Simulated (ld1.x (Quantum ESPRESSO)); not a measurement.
## Which change was made? (Ni, RRKJ)

Ni (Z = 28), norm-conserving RRKJ (Kleinman–Bylander form), made with ld1.x (Quantum ESPRESSO) 7.5 (PW91, scalar-relativistic). Core [Ne] 3s2, reference 3p6 3d8 4s1.5 4p0 (charge +0.5). Waves: 3p (bound): rc 1.25 bohr; 3d (bound): rc 1.30 bohr; 4s (bound): rc 2.15 bohr. Local part: the s channel. Core correction: none. rho0 = 0.005.

Cutoffs, loose and tight: the cutoffs (Ry, on a coarse ladder) from which the occupation-weighted sum of valence levels, in a spherical-Bessel basis at the reference potential, stays within 10 and 1 mRy of its value at 400 Ry. They do not see the model core or the augmentation charge, which bear on the density cutoff. Test errors are all-electron minus pseudo excitation energies from the reference, over the configurations 3p6 3d8 4s2 4p0; 3p6 3d8 4s1 4p0; 3p6 3d8 4s0 4p0; 3p6 3d7 4s2 4p1; 3p6 3d8.5 4s1.5 4p0; 3p5 3d8 4s2 4p0; 3p6 3d8 4s0 4p1; variants that change the core or the reference have their own tests. The largest error is taken over the tests solved by every variant that gives reliable tests at all, those not shown here included: 3p5 3d8 4s2 4p0; 3p6 3d7 4s2 4p1; 3p6 3d8 4s0 4p0; 3p6 3d8 4s0 4p1; 3p6 3d8 4s1 4p0.

The base gives: outcome: generated; cutoff, loose: 110 Ry; cutoff, tight: 160 Ry; bound ghosts: none; largest test error (meV): -1206.

Q: After one change the result is: outcome: generated; cutoff, loose: 180 Ry; cutoff, tight: 260 Ry; bound ghosts: none; largest test error (meV): -1222. Which change was it?
A. all radii scaled by about 0.75 (s 1.62, p 0.94, d 0.98 bohr)
B. all radii scaled by about 0.90 (s 1.94, p 1.12, d 1.16 bohr)
C. all radii scaled by about 1.11 (s 2.40, p 1.40, d 1.44 bohr)

A: A. The others give: all radii scaled by about 0.90 (s 1.94, p 1.12, d 1.16 bohr) → outcome: generated; cutoff, loose: 140 Ry; cutoff, tight: 200 Ry; bound ghosts: none; largest test error (meV): -1251 | all radii scaled by about 1.11 (s 2.40, p 1.40, d 1.44 bohr) → outcome: generated; cutoff, loose: 90 Ry; cutoff, tight: 140 Ry; bound ghosts: none; largest test error (meV): -1218.
